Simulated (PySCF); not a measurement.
Two species compared at the same levels of theory.

First species: VOCl3 (singlet state).
SMILES with atom numbers: `[O:1]=[V:2]([Cl:3])([Cl:4])[Cl:5]`

Second species: C₃H₂BrNS.
InChI=1S/C3H2BrNS/c4-3-1-2-5-6-3/h1-2H

Levels: CAM-B3LYP/def2-SVPD for dipole moment, HOMO energy, LUMO energy, HOMO–LUMO gap, static isotropic polarisability and electronic spatial extent ⟨r²⟩ about the centre of nuclear charge; TDDFT CAM-B3LYP/def2-SVPD for lowest singlet excitation; TDA CAM-B3LYP/def2-SVPD for lowest triplet excitation (Tamm–Dancoff). Geometries: PBE0-D3(BJ)/def2-SVP. All species are isolated and taken at one optimised geometry, non-relativistic unless stated. Electronic properties by PySCF.

| property | column X | column Y |
| --- | --- | --- |
| dipole moment | 0.41 D | 1.80 D |
| HOMO energy | -11.05 eV | -8.89 eV |
| LUMO energy | -3.64 eV | -0.37 eV |
| HOMO–LUMO gap | 7.41 eV | 8.52 eV |
| lowest singlet excitation | 3.59 eV | 5.57 eV |
| lowest triplet excitation (Tamm–Dancoff) | 3.33 eV | 3.82 eV |
| static isotropic polarisability | 80.9 au | 78.4 au |
| electronic spatial extent ⟨r²⟩ about the centre of nuclear charge | 1004 bohr² | 1068 bohr² |

(1) Which column belongs to which species?

(2) How does each property change from the first species to the second?

## Answers

(1) Column X is the first species and column Y the second. The first has 5 atoms and 82 electrons, the second 8 and 78.

(2) dipole moment +1.39 D; HOMO energy +2.16 eV; LUMO energy +3.27 eV; HOMO–LUMO gap +1.11 eV; lowest singlet excitation +1.98 eV; lowest triplet excitation (Tamm–Dancoff) +0.49 eV; static isotropic polarisability -2.5 au; electronic spatial extent ⟨r²⟩ about the centre of nuclear charge +64 bohr².

On the first: The dipole matches unit charges of opposite sign 0.08 Å apart (1 e·Å = 4.8032 D). S1 lies 3.82 eV below the HOMO–LUMO gap.

On the second: The principal polarisabilities are 51.2, 81.6 and 102.4 au; their mean is the isotropic value. In wavenumbers S1 is 44900 cm⁻¹ (1 eV = 8065.54 cm⁻¹). The calculation is non-relativistic and has no spin–orbit coupling, an omission that weighs most on bromine.
